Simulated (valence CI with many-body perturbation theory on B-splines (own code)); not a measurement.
# E1 line list for S XI

Level of theory: configuration interaction combined with many-body perturbation theory (CI+MBPT): four valence electrons over a frozen Dirac-Fock core [He], a basis of 11 s, 11 p, 10 d, 8 f, 5 g, 2 h functions for each j, with the one-electron correlation potential Σ1 (screened to all orders), the two-electron term Σ2, the three-electron term Σ3, Breit, model QED; selected single and double excitations, second order for the rest, scaled by the run's own slope (own B-spline code, finite nucleus).

No measured spectrum was set against this ion. As an estimate, levels of excited configurations hold to 0.05 to 0.15 % of their energy, terms of the ground configuration to about 0.5 %. Among the levels kept, up to 880 cm⁻¹ of a level comes from second order outside the variational space, and about a tenth of that is noise between levels of different J, which matters for small intervals.

Lines 51 to 100 of 529 in falling wavelength, among levels below 385.88 eV, chosen from the strongest by gf and those to the six lowest levels. Wavelengths and rates use the calculated energies, so an error of 300 cm⁻¹ moves a line at 99.63 nm by 0.3 % and its rate by three times that or more. Electric multipoles are in the length gauge, E1 and E2 with the static RPA response of the core. Weak lines are less certain than strong ones. Lines between different terms over intervals too small for the method are left out, as are lines whose strength nearly cancels. The highest levels of a list are the least certain.

Names give the largest LS component (configuration and term), which can be under half, so a name can repeat, a term be missing and a line seem to break the LS rules; names also repeat where a configuration has a term twice. Letters in brackets count levels of one name in rising energy.

```
λ vac (nm)                Upper                Lower   A (s⁻¹)  S (a.u.)
     99.63   2s 2p2 3d 3D_2 [b]  2s 2p2 3p 3D°_2 [b]  1.77e+08  4.33e-01
     99.20       2s2 2p 3p 3D_1      2s2 2p 3s 3P°_0  3.44e+08  4.98e-01
     99.11      2s 2p2 3p 5D°_3       2s 2p2 3s 5P_2  5.56e+08  1.87e+00
     99.05       2s 2p2 3d 3G_3  2s 2p2 3p 1D°_2 [a]  1.91e+08  6.40e-01
     98.82      2s 2p2 3p 3F°_3       2s 2p2 3s 3D_2  6.15e+08  2.05e+00
     98.62      2s 2p2 3p 5D°_2       2s 2p2 3s 5P_1  3.45e+08  8.17e-01
     98.51       2s 2p2 3d 3G_5      2s 2p2 3p 3F°_4  6.40e+08  3.32e+00
     98.31       2s 2p2 3d 5D_4      2s 2p2 3p 5P°_3  4.52e+08  1.91e+00
     97.88       2s 2p2 3d 5D_2      2s 2p2 3p 5P°_2  2.83e+08  6.54e-01
     97.86   2s 2p2 3d 3P_2 [b]  2s 2p2 3p 3P°_2 [b]  3.56e+08  8.23e-01
     97.36      2s 2p2 3p 3F°_4       2s 2p2 3s 3D_3  7.46e+08  3.06e+00
     97.35       2s 2p2 3d 3G_4      2s 2p2 3p 3F°_3  6.25e+08  2.56e+00
     97.33  2s 2p2 3p 1D°_2 [a]       2s 2p2 3s 3D_1  2.44e+08  5.55e-01
     96.93       2s 2p2 3d 5D_3      2s 2p2 3p 5P°_2  3.93e+08  1.24e+00
     96.72       2s 2p2 3d 5D_1      2s 2p2 3p 5P°_1  4.08e+08  5.47e-01
     96.54   2s 2p2 3d 3D_3 [d]  2s 2p2 3p 3P°_2 [d]  3.75e+08  1.17e+00
     96.51   2s 2p2 3d 3D_2 [c]  2s 2p2 3p 3P°_1 [c]  4.59e+08  1.02e+00
     96.47   2s 2p2 3d 3D_2 [d]  2s 2p2 3p 3P°_1 [d]  3.28e+08  7.26e-01
     96.32       2s 2p2 3d 5D_2      2s 2p2 3p 5P°_1  2.05e+08  4.51e-01
     96.32   2s 2p2 3d 3D_1 [c]  2s 2p2 3p 3P°_1 [c]  2.64e+08  3.49e-01
     96.31      2s 2p2 3p 5P°_2       2s 2p2 3s 5P_3  3.10e+08  6.84e-01
     96.09  2s 2p2 3p 3P°_2 [d]   2s 2p2 3s 3P_2 [b]  4.99e+08  1.09e+00
     95.28   2s 2p2 3d 1F_3 [a]      2s 2p2 3p 1F°_3  1.74e+08  5.21e-01
     95.26       2s 2p2 3d 3G_3      2s 2p2 3p 3F°_2  4.41e+08  1.32e+00
     94.84   2s 2p2 3d 3F_4 [b]      2s 2p2 3p 3F°_4  1.90e+08  7.19e-01
     94.82   2s 2p2 3d 3F_2 [c]  2s 2p2 3p 1P°_1 [b]  4.42e+08  9.31e-01
     94.43      2s2 2p 3d 3D°_2       2s2 2p 3p 3P_1  1.59e+08  3.31e-01
     93.96  2s 2p2 3p 3P°_1 [c]       2s 2p2 3s 3S_1  7.09e+08  8.71e-01
     93.36   2s 2p2 3d 3F_3 [b]      2s 2p2 3p 3F°_3  1.75e+08  4.92e-01
     92.99      2s2 2p 3d 3F°_4       2s2 2p 3p 3D_3  6.82e+08  2.43e+00
     92.96      2s2 2p 3d 3D°_3       2s2 2p 3p 3P_2  4.52e+08  1.25e+00
     92.74      2s 2p2 3p 5P°_3       2s 2p2 3s 5P_3  6.65e+08  1.83e+00
     92.45      2s 2p2 3p 5P°_1       2s 2p2 3s 5P_2  6.80e+08  7.96e-01
     91.84   2s 2p2 3d 1D_2 [b]  2s 2p2 3p 3D°_1 [c]  4.17e+08  7.97e-01
     91.71      2s2 2p 3d 3F°_3       2s2 2p 3p 3D_2  6.65e+08  1.77e+00
     91.47       2s 2p2 3d 5D_4      2s 2p2 3p 5D°_4  2.28e+08  7.76e-01
     91.35  2s 2p2 3p 3P°_1 [d]   2s 2p2 3s 3P_1 [b]  2.94e+08  3.31e-01
     91.35      2s2 2p 3d 3D°_1       2s2 2p 3p 3P_0  3.41e+08  3.85e-01
     91.05      2s 2p2 3p 5P°_2       2s 2p2 3s 5P_2  1.93e+08  3.59e-01
     90.62  2s 2p2 3p 3S°_1 [b]   2s 2p2 3s 3P_2 [b]  4.70e+08  5.18e-01
     90.29  2s 2p2 3p 3P°_2 [c]       2s 2p2 3s 3S_1  8.18e+08  1.49e+00
     89.82       2s 2p2 3d 3S_1  2s 2p2 3p 3P°_2 [b]  4.39e+08  4.71e-01
     89.80       2s 2p2 3d 3S_1  2s 2p2 3p 3P°_1 [b]  2.67e+08  2.86e-01
     89.66   2s 2p2 3d 3P_2 [c]  2s 2p2 3p 3S°_1 [b]  2.76e+08  4.90e-01
     89.21       2s 2p2 3d 5D_3      2s 2p2 3p 5D°_3  1.34e+08  3.29e-01
     88.90   2s 2p2 3d 3F_2 [a]  2s 2p2 3p 3D°_1 [a]  7.42e+08  1.29e+00
     88.77      2s2 2p 3d 3P°_2       2s2 2p 3p 3P_2  3.13e+08  5.40e-01
     88.76   2s 2p2 3d 3F_4 [a]  2s 2p2 3p 3D°_3 [a]  8.64e+08  2.68e+00
     88.62   2s 2p2 3d 3F_3 [a]  2s 2p2 3p 3D°_2 [a]  7.92e+08  1.90e+00
     88.56   2s 2p2 3d 3D_3 [d]  2s 2p2 3p 3D°_3 [c]  1.97e+08  4.74e-01
```
